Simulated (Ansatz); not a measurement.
Harmonic frequencies (cm⁻¹) at PBE0-D4/def2-TZVP from Ansatz: 2374.

Question: Which molecule is it?
A. `[PH]` (triplet)
B. `F[As](F)F`
C. `[Al][I]`
D. `O=[N+]=O`

Answer: A.
